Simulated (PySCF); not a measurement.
C6H7, SMILES [C]1=CCCC=C1 (connectivity only; charge and spin as stated), charge +1, multiplicity 1.

The structure is a stationary point at ωB97X-D3(BJ)/def2-SVP. The multiplicity is an assumed one; no other spin state was optimised. The isomer is the one that the SMILES or the coordinates give; other isomers of the formula were not compared. The values are those of a single conformer.

Level of theory: TDA-LC-ωPBE/def2-SVPD run with PySCF.

Vertical excitations. 

**Question.** Give excitation energies, oscillator strengths and character. (The exact figures need the calculation; the answer reports its results.)

**Answer.** 
```tsv
state	energy (eV)	λ (nm)	f	main pairs
S1	2.59	479	0.021	HOMO→LUMO 89 %
S2	5.05	245	0.023	HOMO−1→LUMO 65 %, HOMO−2→LUMO 15 %, HOMO→LUMO+1 10 %
S3	5.40	229	0.110	HOMO→LUMO+1 80 %
S4	5.74	216	0.008	HOMO−2→LUMO 71 %, HOMO−1→LUMO 14 %
S5	6.66	186	0.010	HOMO−3→LUMO 76 %
S6	7.02	177	0.012	HOMO−4→LUMO 76 %
S7	7.54	164	0.013	HOMO−1→LUMO+1 39 %, HOMO−2→LUMO+1 22 %, HOMO−6→LUMO 13 %, HOMO−3→LUMO+1 6 %
S8	7.67	162	0.014	HOMO−2→LUMO+1 45 %, HOMO→LUMO+2 21 %
S9	7.81	159	0.008	HOMO−5→LUMO 34 %, HOMO→LUMO+2 19 %, HOMO−3→LUMO+1 16 %, HOMO−4→LUMO 9 %
S10	8.34	149	0.046	HOMO−6→LUMO 27 %, HOMO−3→LUMO+1 20 %, HOMO→LUMO+2 18 %, HOMO−7→LUMO 11 %
T1	1.47	841	0	HOMO→LUMO 93 %
T2	3.02	410	0	HOMO→LUMO+1 75 %
T3	4.16	298	0	HOMO−1→LUMO 47 %, HOMO−2→LUMO 20 %, HOMO→LUMO+1 13 %, HOMO−3→LUMO 10 %
T4	5.22	237	0	HOMO−2→LUMO 50 %, HOMO−1→LUMO+1 13 %, HOMO−1→LUMO 12 %
```
Triplets are in the Tamm–Dancoff approximation.
